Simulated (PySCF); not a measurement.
Computed properties of TiF4, SMILES [F][Ti]([F])([F])[F], multiplicity 1

TiF₄, SMILES [F][Ti]([F])([F])[F], multiplicity 1. Coordinates come from a B3LYP-D3(BJ)/def2-SVP optimisation. The multiplicity is an assumed one; other spin states were not compared. The isomer is the one that the SMILES or the coordinates give; other isomers of the formula were not compared. Other conformers were not sampled. All values are computed for the isolated molecule unless a solvent is named; none is compared with measurement here.

**Structure.** The optimised structure has Td symmetry. All 9 harmonic modes at B3LYP-D3(BJ)/def2-SVP (PySCF) are real, so it is a minimum. With heavy atoms numbered as in [Ti:1]([F:2])([F:3])([F:4])[F:5], the shortest bond between them is Ti1–F4 at 1.735 Å and the longest Ti1–F5 at 1.735 Å.

**Vibrations.** The strongest infrared lines (harmonic, unscaled, degenerate partners summed) lie at 836 cm⁻¹ (651 km/mol, F 61 %, Ti 39 %), 223 cm⁻¹ (58 km/mol, F 77 %, Ti 23 %). The softest mode is at 196 cm⁻¹ and the zero-point energy is 6.2 kcal/mol.

**Electronic structure.** r2SCAN/def2-TZVP (PySCF) places the frontier levels at -10.98 and -3.99 eV, a gap of 6.99 eV, and gives a dipole moment of 0.00 D and a mean polarisability of 30.2 bohr³. PBE/def2-TZVP (PySCF) at the same geometry gives -10.44 and -3.98 eV, so its gap is 0.53 eV narrower. An orbital gap is neither the optical nor the fundamental gap.

**Excitations.** TDDFT-B3LYP/def2-SVPD (PySCF) has S1 at 7.09 eV (175 nm, f = 0.000, dark); the most intense of the 10 singlets computed lies at 7.31 eV (f = 0.03). Strengths of degenerate partners are summed. T1 (TDA) is at 6.83 eV. TDDFT-PBE/def2-SVPD (PySCF) puts S1 at 6.43 eV. No vertical singlet excitation falls in the visible range (under 3.1 eV).

**NMR.** GIAO shifts at HF/pcSseg-1 (PySCF) (non-relativistic, atoms alike by connectivity averaged): ¹⁹F at 267.2 ppm against CFCl3.
